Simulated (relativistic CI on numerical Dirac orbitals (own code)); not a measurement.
**Sensitivity of the levels of Ge5+ to α and to the nuclear radius**

Calculated at this level of theory: Dirac-Coulomb-Breit CI, orbitals from a KLI potential per configuration, valence Slater integrals scaled by 0.85, P86 correlation energy added to each configuration, derivatives by finite differences, QED left out (own radial code, finite nucleus).

Configurations in the expansion (outside the closed core [Ne]): 3s2 3p6 3d9, 3s2 3p6 3d8 4s, 3s2 3p6 3d8 4p, 3s2 3p5 3d10, 3s2 3p6 3d8 4d, 3s2 3p6 3d8 4f, 3s2 3p6 3d7 4s2, 3s 3p6 3d10. Levels of other configurations are missing.

With x = (α/α₀)² − 1 an excitation energy changes as ω = ω₀ + qx; K = 2q/ω₀ is the relative enhancement. Terms are leading LS components, so labels can repeat. The field-shift factor is F = δν/δ⟨r²⟩ for the transition from the lowest level.

Lowest level 3s2 3p6 3d9 2D_5/2.

| Level | ω₀ (cm⁻¹) | q (cm⁻¹) | K | F (GHz/fm²) |
| --- | --- | --- | --- | --- |
| 3s2 3p6 3d9 2D_3/2 | 4463 | 4400 | 1.97 | 0.0235 |
| 3s2 3p6 3d8 4s 4F_9/2 | 304909 | -14940 | -0.098 | 6.66 |
| 3s2 3p6 3d8 4s 4F_7/2 | 307411 | -12940 | -0.0842 | 6.66 |
| 3s2 3p6 3d8 4s 4F_5/2 | 309787 | -10330 | -0.0667 | 6.68 |
| 3s2 3p6 3d8 4s 4F_3/2 | 311309 | -9044 | -0.0581 | 6.69 |
| 3s2 3p6 3d8 4s 2F_7/2 | 314073 | -12610 | -0.0803 | 6.48 |
| 3s2 3p6 3d8 4s 2F_5/2 | 317938 | -9700 | -0.061 | 6.49 |
| 3s2 3p6 3d8 4s 4P_5/2 | 328928 | -14270 | -0.0868 | 6.67 |
| 3s2 3p6 3d8 4s 2D_3/2 | 330354 | -13050 | -0.079 | 6.64 |
| 3s2 3p6 3d8 4s 4P_3/2 | 333747 | -10390 | -0.0622 | 6.71 |
| 3s2 3p6 3d8 4s 4P_1/2 | 333911 | -10760 | -0.0645 | 6.72 |
| 3s2 3p6 3d8 4s 2D_5/2 | 334302 | -9137 | -0.0547 | 6.7 |
| 3s2 3p6 3d8 4s 2P_3/2 | 340454 | -10830 | -0.0636 | 6.52 |

At this charge configurations can still be misplaced by up to about 7 % of their energy.
